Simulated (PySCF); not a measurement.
## C₆ coefficients of unlike pairs at LC-wPBE

Calculated with PySCF 2.14 from the dipole response of each species, C₆(A,B) = (3/π) ∫ α_A(iu) α_B(iu) du, in atomic units, from isotropic polarisabilities. For ions this is the dispersion term alone; charge-induced terms of lower order in 1/R come first.

```
species      configuration                                                                           basis     relativity  α (bohr³)  C₆ (like pair)
    V²⁺      [Ar] 3d3 (4F)  x2c-TZVPPall with one added diffuse shell each of s, p, d, f type (7s6p5d3f1g)  spin-free X2C      4.611           13.80
    C²⁺      [He] 2s2 (1S)                                                       aug-cc-pVTZ-DK (5s4p3d2f)  spin-free X2C      4.243           6.567
   Cl²⁺  [Ne] 3s2 3p3 (4S)                                                         dyall-av3z (19s12p3d2f)           none      5.816           20.68
     Mg      [Ne] 3s2 (1S)                                                      aug-cc-pCVTZ-DK (8s7p5d3f)  spin-free X2C      76.73           700.9
```

(1) Estimate C₆ for Mg with Cl²⁺.

No spin-orbit coupling is included.

The other pairs:

```
     pair     C₆
 C²⁺, V²⁺  8.966
  Mg, V²⁺  70.27
Cl²⁺, C²⁺  11.33
Cl²⁺, V²⁺  16.66
  Mg, C²⁺  58.66
```

Results:

(1) The integral gives 90.10. The combination rule 2 C_A C_B / (C_A α_B/α_A + C_B α_A/α_B) gives 88.94 and the geometric mean 120.4.
